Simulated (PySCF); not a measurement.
Q: Write Cartesian coordinates for `C#C/C=C\CBC#CC` as optimised with PBE0-D3(BJ)/def2-SVP.

A: 
```xyz
18
C8H9B angstrom
C     -2.1339   -3.4402    0.6178
C     -2.5393   -2.2949    0.6033
C     -3.0407   -0.9634    0.5973
C     -2.3876    0.0967    0.0840
C     -1.0361    0.0700   -0.5321
B      0.0202    1.0543    0.0928
C      1.5039    0.8305   -0.0777
C      2.7053    0.6361   -0.1967
C      4.1280    0.4015   -0.3375
H     -1.7715   -4.4510    0.6332
H     -4.0276   -0.8130    1.0478
H     -2.8812    1.0728    0.1503
H     -1.0985    0.4747   -1.5693
H     -0.6486   -0.9546   -0.6383
H     -0.3574    2.0514    0.6702
H      4.7232    1.2637    0.0005
H      4.4295   -0.4766    0.2559
H      4.3866    0.1904   -1.3872
```

Orientation and origin are arbitrary. Atoms count from 1 in this order. The 2 B–C bonds span 1.510 Å (B6–C7, drawn single) to 1.573 Å (C5–B6, drawn single), a spread of 0.063 Å. B6 (three-coordinate boron) is planar (angles 121.5°, 119.6° and 118.8°, sum 359.9°, 0.03 Å off the plane of its three neighbours). Of the pairs four or more bonds apart, C2···H14 is among the closest relative to their van der Waals radii: 2.63 Å, 91 % of the sum of Bondi's values. The 6 C–C bonds span 1.215 Å (C1≡C2, drawn triple) to 1.486 Å (C4–C5, drawn single), a spread of 0.271 Å.

Bonds between heavy atoms (Å): C1≡C2 1.215, C2–C3 1.423, C3=C4 1.347, C4–C5 1.486, C5–B6 1.573, B6–C7 1.510, C7≡C8 1.223, C8–C9 1.449.

Theory: PySCF 2.14.0, PBE0-D3(BJ)/def2-SVP geometry optimisation, gas phase.

Point group: C1 (no symmetry element, even within 0.4 Å). Not checked by PBE0-D3(BJ)/def2-SVP frequencies. The numbers are those of one conformer (C3–C4–C5–B6 -124°, C4–C5–B6–C7 159°).

On Arm Neoverse N1, one thread, shared host with 64 logical CPUs at a one-minute load of 62, this took 7.1 min of wall time and 0.67 GiB of memory at its peak. That covers the optimisation of the geometry.
